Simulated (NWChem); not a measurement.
All runs are NWChem calculations. System: Ga, charge 0, spin multiplicity 2. Its SCF solution wasn't tested for a lower state. Level: UB2PLYP/def2-TZVP, 9 core orbitals frozen.

The NWChem input:

```
start mol
memory heap 200 mb stack 900 mb global 1100 mb
geometry units angstroms nocenter noautoz
  Ga     0.000000     0.000000     0.000000
  symmetry group D2h
end
basis spherical
  * library def2-tzvp
end
dft
  xc hfexch 0.53 becke88 0.47 lyp 0.73 mp2 0.27
  dftmp2
  odft
  mult 2
  semidirect memsize 60000000 filesize 0
  iterations 100
end
mp2
  freeze core 9
end
task dft energy
```

Part of the output:

```
             Northwest Computational Chemistry Package (NWChem) 7.3.0
             --------------------------------------------------------

                                NWChem Input Module
                                -------------------

 Scaling coordinates for geometry "geometry" by  1.889725989
 (inverse scale =  0.529177249)

                             Geometry "geometry" -> ""
                             -------------------------

 Output coordinates in angstroms (scale by  1.889725989 to convert to a.u.)

  No.       Tag          Charge          X              Y              Z
 ---- ---------------- ---------- -------------- -------------- --------------
    1 Ga                  31.0000     0.00000000     0.00000000     0.00000000

 Effective nuclear repulsion energy (a.u.)       0.0000000000

            Nuclear Dipole moment (a.u.)
            ----------------------------
        X                 Y               Z
 ---------------- ---------------- ----------------
     0.0000000000     0.0000000000     0.0000000000

      Symmetry information
      --------------------

 Group name             D2h
 Group number             26
 Group order               8
 No. of unique centers     1

      Symmetry unique atoms

     1


 Summary of "ao basis" -> "" (spherical)
 ------------------------------------------------------------------------------
       Tag                 Description            Shells   Functions and Types
 ---------------- ------------------------------  ------  ---------------------
 *                         def2-tzvp                  on all atoms

  dft_input: which_mp2 not specified, using semidirect MP2 by default.

                                 NWChem DFT Module
                                 -----------------

 Summary of "ao basis" -> "ao basis" (spherical)
 ------------------------------------------------------------------------------
       Tag                 Description            Shells   Functions and Types
 ---------------- ------------------------------  ------  ---------------------
 Ga                        def2-tzvp                16       48   6s5p4d1f
[...]
 overlap   1.000  1.000  1.000  1.000  1.000  1.000  1.000  1.000

     --------------------------
     Expectation value of S2:
     --------------------------
      <S2> =      0.7551 (Exact =     0.7500)

                   NWChem MP2 Semi-direct Energy/Gradient Module
                   ---------------------------------------------

  Basis functions       =     48
  Molecular orbitals    =     48
  Frozen core           =      9
  Frozen virtuals       =      0
  Active alpha occupied =      7
  Active beta occupied  =      6
  Active alpha virtual  =     32
  Active beta virtual   =     33
  Use MO symmetry       = T
  Use skeleton AO sym   = T

  AO/Fock/Back tols     =   1.0D-09  1.0D-09  1.0D-09

 GA uses MA = F    GA memory limited = T

 Available:
  local mem=  4.43D+07
 global mem=  1.44D+08
 local disk=  0.00D+00
  mp2_memr nvloc                    32
  nvloc new                    32
   1 passes of   7:        3145728                      15895                    899647.
   1 passes of   7: M     44322288           G      144174592           F      41176560.

 Semi-direct pass number   1 of   1  for UHF alpha       at        1.1s
  vrange nnbf                  1176
  mp2_eaftype                    10  avail_ma_in_mb                   386
 EAF : mp2_eaftype filesize          10     449823.
  mp2_eaf for mointskh                     10
Node 0 wrote      2.1 Mb in      0.0 s     Agg I/O rate:  1027.9 Mb/s
 Done moints_semi at        2.2s
  mp2_eaftype                    10  avail_ma_in_mb                   386
 EAF : mp2_eaftype filesize          10     449823.
  mp2_eaf for kh                    10
 Done maket at        2.2s
 Done multipass loop at        2.2s

 GA uses MA = F    GA memory limited = T

 Available:
  local mem=  4.43D+07
 global mem=  1.44D+08
 local disk=  0.00D+00
  mp2_memr nvloc                    33
  nvloc new                    33
   1 passes of   6:        3145728                      14596                    795688.
   1 passes of   6: M     44322288           G      144174592           F      41176560.

 Semi-direct pass number   1 of   1  for UHF beta        at        2.2s
  vrange nnbf                  1176
  mp2_eaftype                    10  avail_ma_in_mb                   386
 EAF : mp2_eaftype filesize          10     397844.
  mp2_eaf for mointskh                     10
Node 0 wrote      1.9 Mb in      0.0 s     Agg I/O rate:  1109.4 Mb/s
 Done moints_semi at        3.1s
  mp2_eaftype                    10  avail_ma_in_mb                   386
 EAF : mp2_eaftype filesize          10     397844.
  mp2_eaf for kh                    10
 Done maket at        3.1s
 Done multipass loop at        3.1s

          -------------------------------------------
          DFT energy                   -1924.382607045221
          Unscaled MP2 energy             -0.221027178946
          Total DFT+MP2 energy         -1924.442284383537
          -------------------------------------------

 -----------------------
 Performance information
 -----------------------

 Timer overhead =  9.59D-08 seconds/call

               Nr. of calls         CPU time (s)                 Wall time (s)                GFlops
             ---------------    -------------------     ------------------------------   -------------------
Name         Min   Avg   Max    Min     Avg     Max     Min     Avg     Max   Mx/calls   Min     Max     Sum
mp2: moin     2     2     2    1.9     1.9     1.9      1.9     1.9     1.9    0.96      0.0     0.0     0.0
mp2: make     2     2     2   1.51E-2 1.51E-2 1.51E-2  1.51E-2 1.51E-2 1.51E-2 7.53E-3   0.0     0.0     0.0
mp2: tota     1     1     1    2.0     2.0     2.0      2.0     2.0     2.0     2.0      0.0     0.0     0.0

 The average no. of pstat calls per process was 5.00D+00
 with a timing overhead of 4.80D-07s

 Task  times  cpu:        3.0s     wall:        3.0s

 Total times  cpu:        3.1s     wall:        3.1s
```
